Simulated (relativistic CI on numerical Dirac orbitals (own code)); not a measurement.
**Zeeman pattern of Rb 4201.80 Å at 1 T**

Problem. The line 5s ²S1/2 – 6p ²P°3/2 of Rb lies at 4201.80 Å (air; NIST Handbook). Calculate its Zeeman pattern at B = 1 T, seen across the field, in LS coupling, and compare it with the Doppler width at an assumed gas temperature of 600 K.

Working.
1. Landé factors g = 3/2 + [S(S + 1) − L(L + 1)]/[2J(J + 1)]: lower 2.0000, upper 1.3333.
2. The unit is μB B/hc = 0.46686 × 1 = 0.4669 cm⁻¹, or 82.4 mÅ at this wavelength. A component is shifted by g_u m_u − g_l m_l units. Seen across the field, the strengths for lower J and m are (J + 1)² − m² (π) and ¼(J + m + 1)(J + m + 2) (σ).
3. π components (Δm = 0), symmetric about zero, as shift (strength, strongest of all = 100): ±0.333 (100).
4. σ components with Δm = +1, mirrored for −1: 1.000 (75), 1.667 (25).
5. The centre of the σ group lies at ḡ = 1.167 units, 96.2 mÅ from the line centre.
6. The Doppler width is 7.16 × 10⁻⁷ λ √(T/M) = 8.0 mÅ (FWHM, M = 85), so the sum of Gaussians shows separate peaks away from the centre.

Check. A relativistic CI calculation gives g = 2.0023 and 1.3341 for the two levels. The nearest fine-structure partner lies 78 cm⁻¹ away, 166 Zeeman units, so the weak-field formulas hold; hyperfine structure, which matters at weak fields for isotopes with nuclear spin, is neglected.
